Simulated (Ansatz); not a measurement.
A nudged elastic band was laid between two geometries of CH5BCl2Sn (10 atoms, charge 0, multiplicity 1).

Method: Ansatz 0.2.0, RKS CAM-B3LYP/def2-SVP.

```yaml
movable_images: 9
climbing_image: yes
spring: 5.0 eV/Å²
optimiser: quadratic models (default)
start_path: IDPP
force_threshold: 0.05 eV/Å
iteration_limit: 36
end_points: relaxed
```

Image 0:

```xyz
10
Properties=species:S:1:pos:R:3
B -0.785 0.629 1.287
C -0.281 -0.700 0.679
Sn 0.821 -0.149 -1.090
Cl -0.266 -1.127 -2.924
Cl 0.683 2.177 -1.398
H -1.854 1.083 0.967
H -0.098 1.241 2.067
H -1.057 -1.374 0.290
H 0.456 -1.248 1.285
H 2.464 -0.583 -1.159
```

Image 10:

```xyz
10
Properties=species:S:1:pos:R:3
B -1.457 0.007 0.738
C 0.017 -0.423 0.922
Sn 0.986 0.007 -0.954
Cl -0.531 1.096 -2.380
Cl 2.705 1.541 -0.518
H -2.266 -0.766 0.287
H -1.807 1.125 1.015
H 0.184 -1.502 1.059
H 0.599 0.164 1.646
H 1.654 -1.301 -1.813
```

(1) What changes between the two ends?

(2) Give the energies along the band, and the barrier.

(3) What is the geometry of the highest image?

The band took 4 iterations and of the order of 5 core-minutes.

Answers

(1) No bond is made or broken. The dihedral B1–C2–Sn3–Cl5 goes from -3 to 120°. The two ends are copies of one structure, up to a mirror image or an exchange of like atoms.

(2) The forces met the threshold. The highest image is number 5 of 0 to 10, 0.027 eV above the ends, which have the same energy within 2 meV. A vibrational analysis at the climbing image gives one clearly imaginary mode, 50i cm⁻¹: a first-order saddle point.

```json
{"image": "0", "path coordinate (Å)": "0.00", "energy (eV)": "0.000", "dihedral B1–C2–Sn3–Cl5 (°)": "-3"}
{"image": "1", "path coordinate (Å)": "0.52", "energy (eV)": "0.003", "dihedral B1–C2–Sn3–Cl5 (°)": "9"}
{"image": "2", "path coordinate (Å)": "1.04", "energy (eV)": "0.010", "dihedral B1–C2–Sn3–Cl5 (°)": "22"}
{"image": "3", "path coordinate (Å)": "1.56", "energy (eV)": "0.018", "dihedral B1–C2–Sn3–Cl5 (°)": "35"}
{"image": "4", "path coordinate (Å)": "2.08", "energy (eV)": "0.025", "dihedral B1–C2–Sn3–Cl5 (°)": "47"}
{"image": "5", "path coordinate (Å)": "2.60", "energy (eV)": "0.027", "dihedral B1–C2–Sn3–Cl5 (°)": "60"}
{"image": "6", "path coordinate (Å)": "3.12", "energy (eV)": "0.024", "dihedral B1–C2–Sn3–Cl5 (°)": "72"}
{"image": "7", "path coordinate (Å)": "3.64", "energy (eV)": "0.018", "dihedral B1–C2–Sn3–Cl5 (°)": "84"}
{"image": "8", "path coordinate (Å)": "4.16", "energy (eV)": "0.009", "dihedral B1–C2–Sn3–Cl5 (°)": "96"}
{"image": "9", "path coordinate (Å)": "4.68", "energy (eV)": "0.002", "dihedral B1–C2–Sn3–Cl5 (°)": "108"}
{"image": "10", "path coordinate (Å)": "5.20", "energy (eV)": "0.000", "dihedral B1–C2–Sn3–Cl5 (°)": "120"}
```

(3) 
```xyz
10
Properties=species:S:1:pos:R:3
B -1.211 0.386 1.053
C -0.075 -0.621 0.784
Sn 0.924 -0.073 -1.046
Cl -0.599 -0.028 -2.825
Cl 1.808 2.089 -0.873
H -2.316 0.189 0.613
H -1.000 1.385 1.694
H -0.396 -1.651 0.571
H 0.752 -0.607 1.510
H 2.196 -1.120 -1.478
```

The run took 2.7 min on 2 threads of Arm Neoverse V2, on a shared host, peak memory 0.37 GiB.
